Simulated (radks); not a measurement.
Sb V, 47 electrons, occupied as [Kr] 4d10 5s0.75 5p0.25 (fractional occupations, a model configuration).

Calculated with a radial shooting solver on a logarithmic mesh with Libxc functionals: Dirac Kohn-Sham, BLYP, spin-unpolarised, spherical densities, point nucleus; open shells fill j = l - 1/2 first.

Energy parts (eV):
part                       energy
total                 -176346.885
kinetic                186105.263
electron-nucleus      -426173.062
Hartree                 68348.391
exchange-correlation    -4627.477

Orbitals (lengths in bohr, moments of r in powers of bohr; <r^-3> diverges for s and p1/2):
[
 {"orbital": "1s1/2", "occ.": "2", "eigenvalue (eV)": "-30333.74", "<1/r>": "54.33", "<r^-3>": "-"},
 {"orbital": "2s1/2", "occ.": "2", "eigenvalue (eV)": "-4651.306", "<1/r>": "12.63", "<r^-3>": "-"},
 {"orbital": "2p1/2", "occ.": "2", "eigenvalue (eV)": "-4354.635", "<1/r>": "12.61", "<r^-3>": "-"},
 {"orbital": "2p3/2", "occ.": "4", "eigenvalue (eV)": "-4102.677", "<1/r>": "11.70", "<r^-3>": "4598"},
 {"orbital": "3s1/2", "occ.": "2", "eigenvalue (eV)": "-946.5092", "<1/r>": "4.476", "<r^-3>": "-"},
 {"orbital": "3p1/2", "occ.": "2", "eigenvalue (eV)": "-825.2391", "<1/r>": "4.385", "<r^-3>": "-"},
 {"orbital": "3p3/2", "occ.": "4", "eigenvalue (eV)": "-778.7544", "<1/r>": "4.163", "<r^-3>": "865.5"},
 {"orbital": "3d3/2", "occ.": "4", "eigenvalue (eV)": "-564.5073", "<1/r>": "4.013", "<r^-3>": "136.9"},
 {"orbital": "3d5/2", "occ.": "6", "eigenvalue (eV)": "-554.8447", "<1/r>": "3.956", "<r^-3>": "127.4"},
 {"orbital": "4s1/2", "occ.": "2", "eigenvalue (eV)": "-191.5702", "<1/r>": "1.774", "<r^-3>": "-"},
 {"orbital": "4p1/2", "occ.": "2", "eigenvalue (eV)": "-150.5026", "<1/r>": "1.660", "<r^-3>": "-"},
 {"orbital": "4p3/2", "occ.": "4", "eigenvalue (eV)": "-141.8477", "<1/r>": "1.588", "<r^-3>": "161.2"},
 {"orbital": "4d3/2", "occ.": "4", "eigenvalue (eV)": "-76.6863", "<1/r>": "1.322", "<r^-3>": "18.53"},
 {"orbital": "4d5/2", "occ.": "6", "eigenvalue (eV)": "-75.4082", "<1/r>": "1.304", "<r^-3>": "17.08"},
 {"orbital": "4f5/2", "occ.": "0", "eigenvalue (eV)": "-19.5545", "<1/r>": "0.4851", "<r^-3>": "0.3730"},
 {"orbital": "4f7/2", "occ.": "0", "eigenvalue (eV)": "-19.5363", "<1/r>": "0.4834", "<r^-3>": "0.3668"},
 {"orbital": "5s1/2", "occ.": "0.75", "eigenvalue (eV)": "-50.1452", "<1/r>": "0.6688", "<r^-3>": "-"},
 {"orbital": "5p1/2", "occ.": "0.25", "eigenvalue (eV)": "-40.1422", "<1/r>": "0.5897", "<r^-3>": "-"},
 {"orbital": "5p3/2", "occ.": "0", "eigenvalue (eV)": "-38.9479", "<1/r>": "0.5713", "<r^-3>": "22.46"},
 {"orbital": "6s1/2", "occ.": "0", "eigenvalue (eV)": "-22.7359", "<1/r>": "0.3420", "<r^-3>": "-"}
]

The highest occupied level is 5p1/2 at -40.142 eV. The density falls to 0.001 e/bohr^3 at r = 3.19 bohr.
